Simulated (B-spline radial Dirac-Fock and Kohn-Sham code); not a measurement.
**Dy⁺: eigenvalues, ΔSCF and the reference**

System: the Dy⁺ ion, [Xe] 4f10 6s1.

The density-functional columns are spherical, spin-unpolarised Dirac-Kohn-Sham results without Breit or QED terms: −ε is minus the orbital energy of the initial state and ΔSCF the difference of two total energies. The reference in the last column comes from multi-electron Dirac-Fock with separately optimised hole states, Breit and Lamb-shift corrections added in first order. All numbers are from a radial atomic solver, in eV; a selection of levels is shown. For the 1s level of heavy atoms much of the gap between ΔSCF and the reference is the Breit and QED part, -238.7 eV here; for other levels the error of the functional can be larger.

```csv
level,LDA −ε,LDA ΔSCF,PBE −ε,PBE ΔSCF,Dirac-Fock
1s,53547.8,54021.9,53597.1,54072.6,53794.9
2s,8919.2,9003.3,8926.0,9009.8,9061.9
2p1/2,8487.2,8595.0,8490.2,8597.9,8590.1
2p3/2,7687.9,7783.7,7690.0,7785.6,7799.1
3s,1989.8,2012.9,1991.8,2014.8,2058.8
3p1/2,1800.7,1825.5,1801.5,1826.2,1854.3
3p3/2,1634.7,1657.6,1635.3,1658.0,1687.5
3d3/2,1308.1,1335.7,1308.0,1335.6,1340.5
3d5/2,1271.8,1298.7,1271.7,1298.6,1305.0
4s,398.2,408.0,399.1,408.9,430.7
4p1/2,323.6,333.3,324.0,333.7,349.1
4p3/2,286.3,295.8,286.9,296.3,312.1
4d3/2,163.1,172.4,163.2,172.4,177.0
4d5/2,156.4,165.5,156.5,165.6,170.3
4f,9.82,17.71,9.52,17.39,12.70
5p1/2,35.40,41.61,35.15,41.32,39.55
5p3/2,30.65,36.60,30.46,36.38,34.87
6s,9.11,11.87,8.84,11.67,10.76
```

Task: Order the estimates of the K (1s) level by their distance from the Dirac-Fock value, nearest first.
A. LDA ΔSCF
B. PBE −ε
C. LDA −ε
D. PBE ΔSCF

Result: B (197.8 eV), A (227.0 eV), C (247.0 eV), D (277.8 eV).

An eigenvalue near the reference for a deep level is a cancellation of errors: it lacks relaxation, carries self-interaction and omits Breit and QED terms.

For the outermost level NIST gives 11.647 ± 0.02 eV (semi-empirical); the differences from it are LDA −ε -2.54, LDA ΔSCF +0.22, PBE −ε -2.80, PBE ΔSCF +0.02, Dirac-Fock -0.88 eV.

Values without a named source are computed, but for edge energies of neutral atoms, which are taken from tables.
